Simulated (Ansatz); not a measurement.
Program: Ansatz. Geometries: PBE0-D4/def2-TZVP. ΔE: electronic, gas phase. CCSD(T)/CBS is the MP2 limit (def2-TZVPP, def2-QZVPP) plus CCSD(T) − MP2 in def2-TZVPP, frozen cores. Each species was taken in one conformer, which may not be the lowest.

Consider the redistribution: `C[O][Al]([F])[Cl]` + `COB(F)Cl` → `C[O][Al]([Cl])[O]C` + `FB(F)Cl`.

| species | CCSD(T)/CBS(def2) energy (Eh) |
| --- | --- |
| `C[O][Al]([F])[Cl]` | -916.81237 |
| `COB(F)Cl` | -699.54205 |
| `C[O][Al]([Cl])[O]C` | -932.01607 |
| `FB(F)Cl` | -684.31926 |

Question: Work out ΔE.

Answer: ΔE = (-932.01607) + (-684.31926) − (-916.81237) − (-699.54205) = 0.01909 Eh = +0.52 eV.

Largest T1 diagnostic among the species: 0.012.

In def2-TZVPP, CCSD(T) changes the Hartree–Fock value by +0.04 eV (the triples alone add +0.01 eV) and MP2 by +0.06 eV.
